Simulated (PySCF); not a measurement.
## Y(OH)3(NH3) at several levels of theory

Computed with PySCF 2.14.0 (density fitting, no spin-orbit coupling) at the geometry relaxed with PBE0:

```xyz
11
Y(OH)3(NH3) (singlet)
Y     0.1553   -0.2022    0.2506
O     1.1744    1.2885    1.2139
H     1.7129    1.8986    1.7131
O    -1.3951   -1.1119    1.2292
H    -2.0229   -1.5838    1.7728
O     1.1236   -1.2407   -1.2240
H     1.6373   -1.7780   -1.8229
N    -1.2251    1.2474   -1.2289
H    -1.8079    1.8951   -0.6973
H    -0.6552    1.8143   -1.8579
H    -1.8556    0.7010   -1.8169
```

| level | basis | state | HOMO (eV) | gap (eV) | charge on Y1 (e) | dipole about the centre of mass (D) | largest force component (eV/Å) |
| --- | --- | --- | --- | --- | --- | --- | --- |
| PBE0 | Y def2-SVP with ECP28, O def2-SVP, H def2-SVP, N def2-SVP | singlet | -6.94 | 6.66 | 0.83 | 4.23 | 0.02 |
| PBE0 | Y def2-TZVP with ECP28, O def2-TZVP, H def2-TZVP, N def2-TZVP | singlet | -7.23 | 6.74 | 1.43 | 4.18 | 0.24 |

Charges are Mulliken's, which hang on the basis. The relaxation used the grid (50, 194), these runs (75, 302) or, all-electron (x2c bases, spin-free X2C Hamiltonian), (99, 590).

Question: A further run in the first row's basis gives HOMO (eV) -9.43, gap (eV) 10.88, charge on Y1 (e) 0.83, dipole about the centre of mass (D) 4.25, largest force component (eV/Å) 0.18. Which level was it?
A. PBE
B. wB97X

Answer: B. The others give HOMO -5.28 eV (PBE).

In the first row's basis the gap widens with exact exchange: 4.3 eV for PBE (none); 6.7 eV for PBE0 (a fixed share); 10.9 eV for wB97X (rising or full at long range).
